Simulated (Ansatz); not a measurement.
The same path of AlFH5NO2 (10 atoms, charge 0, multiplicity 1) was run twice with different band settings.

Method: Ansatz, RKS r2SCANh/def2-SVP.

Relaxed end points:

```xyz
10
Properties=species:S:1:pos:R:3
Al -0.071 -0.052 0.134
F -0.031 -0.963 1.544
N 1.559 0.344 -0.589
H 2.378 -0.184 -0.300
H 1.639 0.500 -1.590
O -1.392 -0.130 -0.932
H -2.294 -0.356 -0.707
O 0.042 1.728 0.990
H 0.942 1.765 0.555
H 0.182 1.666 1.945
```

```xyz
10
Properties=species:S:1:pos:R:3
Al -0.076 -0.049 0.135
F -0.041 -0.979 1.532
N 1.557 0.349 -0.585
H 1.639 0.507 -1.586
H 2.374 -0.184 -0.298
O -1.399 -0.113 -0.931
H -2.290 -0.382 -0.710
O 0.051 1.728 0.992
H 0.953 1.747 0.552
H 0.186 1.694 1.948
```

Common settings: movable images 5; climbing image yes; optimiser quadratic models (default); start path through a guess of the saddle point; force threshold 0.03 eV/Å; iteration limit 60; end points relaxed.

| run | spring |
| --- | --- |
| 1 | 5.0 eV/Å² |
| 2 | 0.5 eV/Å² |

**Question.** What does each run give, and how far can it be trusted?

**Answer.** Run 1: converged after 16 iterations, highest image 0.248 eV above the first end. A vibrational analysis at the climbing image gives one clearly imaginary mode, 296i cm⁻¹: a first-order saddle point.
Run 2: converged after 15 iterations, highest image 0.248 eV above the first end. Another band between the same ends (5 images) ends at a top of the same energy, where a vibrational analysis finds 1 clearly imaginary mode.
